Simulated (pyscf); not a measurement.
**HN=Si(Cl)–Cl, singlet**

Gas-phase minimum from PySCF at ωB97X-D3(BJ)/def2-SVP, one conformer. 

```xyz
5

N     -0.2751     0.2277     0.8630
Si    -1.3982    -0.4626    -0.0024
Cl    -1.5349    -2.3274    -0.8057
Cl    -3.0777     0.5431    -0.4980
H      0.5903    -0.2224     1.1454
```
Charge 0, spin multiplicity 1.

Bond lengths (Å): N1–Si2 1.577, N1–H5 1.016, Si2–Cl3 2.035, Si2–Cl4 2.019. Angles (°): Si2–N1–H5 124.4, N1–Si2–Cl3 131.7, N1–Si2–Cl4 120.6, Cl3–Si2–Cl4 107.7.

Properties at ωB97X-D3(BJ)/def2-SVP:

| Quantity | Value |
|---|---|
| Harmonic wavenumbers, unscaled | 198, 258, 260, 512, 558, 583, 662, 1229, 3682 cm⁻¹ |
| Zero-point energy | 11.4 kcal/mol |
| Rotational symmetry number | 1 |
| Entropy of this conformer at 298 K and 1 atm, rigid rotor and harmonic oscillator, modes under 100 cm⁻¹ raised to 100 | 312.8 J/(mol K) |
| Dipole moment | 1.58 D |

Single-point totals, which compare only within one level (frozen core for MP2 and CC):

```json
[
 {"level": "ωB97X-D3(BJ)/def2-TZVP", "total energy (hartree)": "-1265.42680"},
 {"level": "PBE/def2-TZVP", "total energy (hartree)": "-1264.79907"},
 {"level": "r²SCAN/def2-TZVP", "total energy (hartree)": "-1265.26922"},
 {"level": "B3LYP-D3(BJ)/def2-TZVP", "total energy (hartree)": "-1265.43873"},
 {"level": "PBE0-D3(BJ)/def2-TZVP", "total energy (hartree)": "-1264.89925"},
 {"level": "M06-2X/def2-TZVP", "total energy (hartree)": "-1265.30983"},
 {"level": "ωB97M-D3(BJ)/def2-TZVP", "total energy (hartree)": "-1265.54208"},
 {"level": "HF/def2-TZVPP", "total energy (hartree)": "-1263.09149"},
 {"level": "MP2/def2-TZVPP", "total energy (hartree)": "-1263.78657"},
 {"level": "CCSD/def2-TZVPP", "total energy (hartree)": "-1263.81995"},
 {"level": "CCSD(T)/def2-TZVPP", "total energy (hartree)": "-1263.85503"}
]
```

The CCSD(T) − MP2 part came from Ansatz, without density fitting, on the same reference.
